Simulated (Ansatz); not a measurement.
One geometry of CH6GeOTe, SMILES `[GeH3][O]C[TeH]`, several functionals.

```yaml
crystal:
  periodic: [false, false, false]
  atoms:
    - {symbol: Ge, position_ang: [0.323281, 1.695111, 0.424720]}
    - {symbol: O, position_ang: [0.546878, -0.081756, 0.414475]}
    - {symbol: C, position_ang: [-0.484867, -0.863299, -0.090972]}
    - {symbol: Te, position_ang: [0.013714, -2.958494, -0.036075]}
    - {symbol: H, position_ang: [0.099084, 2.166169, -1.024207]}
    - {symbol: H, position_ang: [1.620549, 2.239746, 1.023832]}
    - {symbol: H, position_ang: [-0.909402, 2.027515, 1.285957]}
    - {symbol: H, position_ang: [-0.723411, -0.634507, -1.135172]}
    - {symbol: H, position_ang: [-1.405318, -0.792182, 0.502196]}
    - {symbol: H, position_ang: [1.002693, -2.849502, -1.361755]}
basis:
  gaussian: {orbitals: def2-TZVPP}
hamiltonian: {xc: {name: B3LYP}, dispersion: d4}
output: {forces: true, orbitals: {seedname: orbitals}}
```

```sh
$ ansatz run in.yaml --threads 4 --pin off --events-out ev --progress --plain --max-ram 10444MiB
```

Shortened log:

```
Functional definition: B3LYP
1497 factors; their error is unknown
mean field evaluation 1: about -66990.7342 eV, gradient 6.2e1 eV
mean field evaluation 2: about -66961.7565 eV, gradient 1.3e2 eV
mean field evaluation 4: about -66997.7590 eV, gradient 1.0e1 eV
mean field evaluation 8: about -66997.9366 eV, gradient 1.5e-1 eV
mean field evaluation 16: about -66998.2428 eV, gradient 5.5e-3 eV
mean field -66998.24281851 eV, -2462.1400105400 hartree, gradient 6.3e-5 eV, S^2 0.000000; 0 other end points of the search recorded, 0 dependent functions left out
reference -66998.24310732 eV, -2462.1400211537 hartree; 38, 38 occupied and 206, 206 virtual orbitals, 1497 factors
Total energy: -66998.61300152 eV, -2462.1536145150 hartree
Atom 0 at     0.323281     1.695111     0.424720 Å, force     0.018862     0.278805     0.022357 eV/Å
Atom 1 at     0.546878    -0.081756     0.414475 Å, force     0.203521    -0.033705     0.086098 eV/Å
Atom 2 at    -0.484867    -0.863299    -0.090972 Å, force    -0.362066     0.025581    -0.152415 eV/Å
Atom 3 at     0.013714    -2.958494    -0.036075 Å, force     0.020178    -0.301680     0.076551 eV/Å
Atom 4 at     0.099084     2.166169    -1.024207 Å, force    -0.002346     0.003875    -0.005941 eV/Å
Atom 5 at     1.620549     2.239746     1.023832 Å, force     0.001400     0.005141     0.001572 eV/Å
Atom 6 at    -0.909402     2.027515     1.285957 Å, force    -0.006917     0.002744     0.003568 eV/Å
Atom 7 at    -0.723411    -0.634507    -1.135172 Å, force     0.012879     0.004244     0.084890 eV/Å
Atom 8 at    -1.405318    -0.792182     0.502196 Å, force     0.059631     0.013635    -0.045917 eV/Å
Atom 9 at     1.002693    -2.849502    -1.361755 Å, force     0.054857     0.001360    -0.070763 eV/Å
Dipole moment:    -0.174655     0.394460    -0.066828 e Å
```

It took 4.7 s on 4 threads of an Intel Xeon 6975P-C on a shared host, with 0.77 GiB of host memory at the peak.

The same input with `hamiltonian: {xc: r2scan, dispersion: d4}` (abridged; 3.8 s):

```
Functional definition: r2SCAN
mean field evaluation 16: about -66995.2662 eV, gradient 6.3e-3 eV
mean field -66995.26620250 eV, -2462.0306219194 hartree, gradient 7.9e-5 eV, S^2 0.000000
Total energy: -66995.32093323 eV, -2462.0326332368 hartree
Atom 0 force    -0.024482     0.144389    -0.004107 eV/Å
Atom 1 force     0.269346     0.080126     0.119217 eV/Å
Atom 2 force    -0.274997     0.046287    -0.125534 eV/Å
Atom 3 force     0.023900    -0.206094     0.035393 eV/Å
Atom 4 force     0.007970    -0.019957     0.054725 eV/Å
Atom 5 force    -0.062960    -0.039967    -0.029274 eV/Å
Atom 6 force     0.045852    -0.015123    -0.032644 eV/Å
Atom 7 force     0.006798     0.003870    -0.004809 eV/Å
Atom 8 force    -0.004407    -0.007749     0.007991 eV/Å
Atom 9 force     0.012981     0.014218    -0.020957 eV/Å
Dipole moment:    -0.163056     0.409612    -0.073213 e Å
```

B3LYP takes the VWN-RPA correlation (the form of Gaussian; ORCA's B3LYP/G).
